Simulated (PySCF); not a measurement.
Pb(OMe)(NH2) (CH5NOPb), SMILES C[O][Pb][NH2] (connectivity only; charge and spin as stated), neutral, multiplicity 1.

Coordinates come from a PBE0-D3(BJ)/def2-SVP optimisation. The def2 effective core potentials stand for the cores of Pb; spin–orbit coupling is left out. Other conformers were not sampled.

Two levels are set side by side: PBE/def2-TZVP (PySCF) and ωB97X/def2-TZVP (PySCF). Same geometry, gas phase. Differences are taken from unrounded values.

| quantity | ωB97X | PBE | PBE minus ωB97X |
|---|---|---|---|
| orbital gap (eV) | 9.22 | 3.11 | -6.11 |
| highest occupied level (eV) | -9.20 | -5.44 | 3.76 |
| lowest empty level (eV) | 0.02 | -2.33 | -2.35 |
| dipole moment (D) | 2.53 | 2.22 | -0.32 |
| mean polarisability (bohr³) | 65.0 | 70.3 | 5.3 |

Without exact exchange PBE keeps part of each electron's self-repulsion, which lifts occupied levels and narrows the gap. PBE's more diffuse valence density responds more strongly to a field. Differences between two approximate levels are no errors against the true value.

Rough cost on one machine, each run with all the roots and properties that it gave: ωB97X against PBE within a factor of 2.
